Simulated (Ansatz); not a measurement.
Reactions of `[SiH3][CH]1[NH][AlH]1`.

Calculated with Ansatz (gas phase, PBE0-D4/def2-TZVP geometries, no zero-point term in ΔE). CCSD(T)/CBS is the MP2 limit (def2-TZVPP, def2-QZVPP) plus CCSD(T) − MP2 in def2-TZVPP, frozen cores. This one scheme is used for every species, atoms too. DFT in def2-TZVPP. Open shells (•) are unrestricted, without spin–orbit coupling. Spin–orbit coupling would lower the free atoms: a little for Al, C, Si. For Ge outer-core shells are correlated without core-valence functions, so the limit isn't a true one: a few kJ/mol of doubt a bond, and 10 to 20 or more in all where bonds break to atoms. Scalar relativity is left out up to krypton. One conformer a species, not always the lowest.

```csv
reaction,CCSD/CBS(def2) (kcal/mol),ωB97M-V (kcal/mol),PBE0-D4 (kcal/mol)
`[SiH3][CH]1[NH][AlH]1` + `BNC=C` → `BN([SiH3])C=C` + `[CH2]1[NH][AlH]1`,-6.2,-5.6,-4.1
`[SiH3][CH]1[NH][AlH]1` → `C[SiH]1[NH][AlH]1`,-42.3,-41.8,-43.9
`[SiH3][CH]1[NH][AlH]1` + `[OH][GeH]([F])[SH]` → `[OH][GeH]([F])[S][SiH3]` + `[CH2]1[NH][AlH]1`,-13.4,-13.2,-13.4
`[SiH3][CH]1[NH][AlH]1` → Al• + C• + 6 H• + N• + Si•,739.8,754.1,746.8
`[SiH3][CH]1[NH][AlH]1` → `N=[C]([AlH2])[SiH3]`,6.0,6.5,8.4
`[SiH3][CH]1[NH][AlH]1` + H₂ → `[CH2]1[NH][AlH]1` + SiH₄,-4.4,-3.7,-3.5
`[SiH3][CH]1[NH][AlH]1` → `[SiH3][N]1[CH2][AlH]1`,-15.7,-15.1,-14.0
`[SiH3][CH]1[NH][AlH]1` + `C[CH2][AlH][OH]` → `C[CH2][AlH][O][SiH3]` + `[CH2]1[NH][AlH]1`,-25.7,-24.5,-22.9
`[SiH3][CH]1[NH][AlH]1` + H–F → `F[CH]1[NH][AlH]1` + SiH₄,13.8,10.8,11.7
`[SiH3][CH]1[NH][AlH]1` → `[CH2]1[NH][AlH]1` + `[SiH2]`,56.7,56.8,60.7
```

**Question.** Give the CCSD(T)/CBS values in the same order. (An estimate is asked.)

**Answer.** Computed: -6.2, -42.3, -13.4, 751.4, 6.2, -3.1, -15.2, -24.6, 14.2, 58.0 kcal/mol.

Largest T1 diagnostic: 0.018, for Al•.
